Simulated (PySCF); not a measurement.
From one molecule to another.

First species: C8H11BO.
Atom-mapped SMILES: `[CH3:1][CH2:2][O:3][BH:4][c:5]1[cH:6][cH:7][cH:8][cH:9][cH:10]1` (hydrogens: H11, H12, H13 on C1; H14, H15 on C2; H16 on B4; H17 on C6; H18 on C7; H19 on C8; H20 on C9; H21 on C10)

Second species: 1-fluorobutane, C4H9F.
SMILES: `CCCCF`

Levels: CAM-B3LYP/def2-SVPD for dipole moment, HOMO energy, LUMO energy, HOMO–LUMO gap, static isotropic polarisability and electronic spatial extent ⟨r²⟩ about the centre of nuclear charge; TDDFT CAM-B3LYP/def2-SVPD for lowest singlet excitation; TDA CAM-B3LYP/def2-SVPD for lowest triplet excitation (Tamm–Dancoff); ΔSCF CAM-B3LYP/def2-SVPD for vertical ionisation energy; PBE0-D3(BJ)/def2-SVP for rotational constant A and rotational constant C. Geometries: PBE0-D3(BJ)/def2-SVP. Each species is one conformer at its optimised geometry, gas phase, non-relativistic unless stated. Electronic properties by PySCF.

The conformers computed, where there is a choice (atom-mapped SMILES and torsion angles):
- `[CH3:1][CH2:2][O:3][BH:4][c:5]1[cH:6][cH:7][cH:8][cH:9][cH:10]1`: C1–C2–O3–B4 -107°, C2–O3–B4–C5 177°, O3–B4–C5–C6 180°
- `[CH3:1][CH2:2][CH2:3][CH2:4][F:5]`: C1–C2–C3–C4 178°, C2–C3–C4–F5 -61°

| property | column X | column Y |
| --- | --- | --- |
| dipole moment | 0.96 D | 1.84 D |
| HOMO energy | -8.42 eV | -10.59 eV |
| LUMO energy | -0.10 eV | 1.42 eV |
| HOMO–LUMO gap | 8.32 eV | 12.01 eV |
| lowest singlet excitation | 5.11 eV | 8.93 eV |
| lowest triplet excitation (Tamm–Dancoff) | 3.82 eV | 8.67 eV |
| static isotropic polarisability | 113.6 au | 52.4 au |
| vertical ionisation energy | 9.05 eV | 11.52 eV |
| electronic spatial extent ⟨r²⟩ about the centre of nuclear charge | 2110 bohr² | 586 bohr² |
| rotational constant A | 4.043 GHz | 12.568 GHz |
| rotational constant C | 0.538 GHz | 2.175 GHz |

(1) Which column belongs to which species?

(2) How does each property change from the first species to the second?

Answers

(1) Column X is the first species and column Y the second. The first has 21 atoms and 72 electrons, the second 14 and 42.

(2) dipole moment +0.88 D; HOMO energy -2.17 eV; LUMO energy +1.52 eV; HOMO–LUMO gap +3.69 eV; lowest singlet excitation +3.82 eV; lowest triplet excitation (Tamm–Dancoff) +4.85 eV; static isotropic polarisability -61.2 au; vertical ionisation energy +2.47 eV; electronic spatial extent ⟨r²⟩ about the centre of nuclear charge -1524 bohr²; rotational constant A +8.525 GHz; rotational constant C +1.637 GHz.

On the first: No computed singlet falls in the visible range (750 to 380 nm, 1.65 to 3.26 eV); S1 lies 1.85 eV above its blue end. The principal polarisabilities are 74.7, 113.2 and 152.9 au; their mean is the isotropic value.

On the second: In wavenumbers S1 is 72000 cm⁻¹ (1 eV = 8065.54 cm⁻¹). S1 lies 3.08 eV below the HOMO–LUMO gap; its leading configuration is HOMO→LUMO, weight 0.80.
